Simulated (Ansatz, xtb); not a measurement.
The molecule GaF, closed-shell singlet (the spin of the measured ground state). No spin–orbit coupling. Ga is treated without relativity.

The constants come from a fifth-degree fit in 1/R (seven points, main isotopes). In def2 and cc sets the state is the lowest found near the PBE0 minimum, followed along R. The singlet is held restricted. HF and MP2 rows in def2 and cc sets belong to the determinant that coupled cluster picked by its CCSD energy.

Correlated levels freeze the inner cores; with def2 sets outer-core shells near the valence are correlated too. CBS: X⁻³ extrapolation of the correlation energy, Hartree–Fock from the larger set.

The values were computed with Ansatz (Gaussian orbitals); xtb for the GFN methods. Each number belongs to the level named beside it.

D_e counts from each atom's lowest state at the same level, without counterpoise or zero-point energy.

```json
[
 {"level": "GFN1-xTB", "r_e (Å)": "1.879", "ω_e (cm⁻¹)": "396", "ω_e x_e (cm⁻¹)": "-0.0099", "D_e (eV)": "-", "dipole (D)": "-"},
 {"level": "HF/def2-TZVPP", "r_e (Å)": "1.766", "ω_e (cm⁻¹)": "654", "ω_e x_e (cm⁻¹)": "3.5", "D_e (eV)": "-", "dipole (D)": "-"},
 {"level": "r2SCAN/def2-TZVPP", "r_e (Å)": "1.782", "ω_e (cm⁻¹)": "?", "ω_e x_e (cm⁻¹)": "3.1", "D_e (eV)": "6.11", "dipole (D)": "2.05"},
 {"level": "B3LYP/def2-TZVPP", "r_e (Å)": "1.800", "ω_e (cm⁻¹)": "602", "ω_e x_e (cm⁻¹)": "3.1", "D_e (eV)": "6.03", "dipole (D)": "2.38"},
 {"level": "wB97M-V/def2-TZVPP", "r_e (Å)": "1.789", "ω_e (cm⁻¹)": "620", "ω_e x_e (cm⁻¹)": "3.1", "D_e (eV)": "6.10", "dipole (D)": "2.26"},
 {"level": "SCS-MP2/def2-TZVPP", "r_e (Å)": "1.784", "ω_e (cm⁻¹)": "628", "ω_e x_e (cm⁻¹)": "3.0", "D_e (eV)": "-", "dipole (D)": "-"},
 {"level": "CCSD(T)/def2-TZVPP", "r_e (Å)": "1.781", "ω_e (cm⁻¹)": "634", "ω_e x_e (cm⁻¹)": "3.1", "D_e (eV)": "5.98", "dipole (D)": "-"},
 {"level": "CCSD(T)/CBS(def2-TZVPP, def2-QZVPP)", "r_e (Å)": "?", "ω_e (cm⁻¹)": "?", "ω_e x_e (cm⁻¹)": "3.2", "D_e (eV)": "6.23", "dipole (D)": "-"}
]
```

Task: What belongs in the gaps?

Result: 
- CCSD(T)/CBS(def2-TZVPP, def2-QZVPP), r_e (Å): 1.771
- CCSD(T)/CBS(def2-TZVPP, def2-QZVPP), ω_e (cm⁻¹): 630
- r2SCAN/def2-TZVPP, ω_e (cm⁻¹): 626

Measured for the ground state: r_e 1.7744 Å [microwave values compiled in ACS Omega 2, 8373 (2017)]. ω_e 622.2 cm-1, ω_e x_e 3.2 cm-1, B_e 0.35952 cm-1, α_e 0.0028642 cm-1 [Huber and Herzberg (1979), NIST Chemistry WebBook]. D_0 6.014 ± 0.14 eV (a handbook's tabulated 298 K bond energy less 3RT/2; such tables hold older values) [Luo, bond dissociation energies, CRC Handbook]. dipole 2.4 D [compilation of Liu, Meijer and Pérez-Ríos].

Ansatz is a first-principles code.
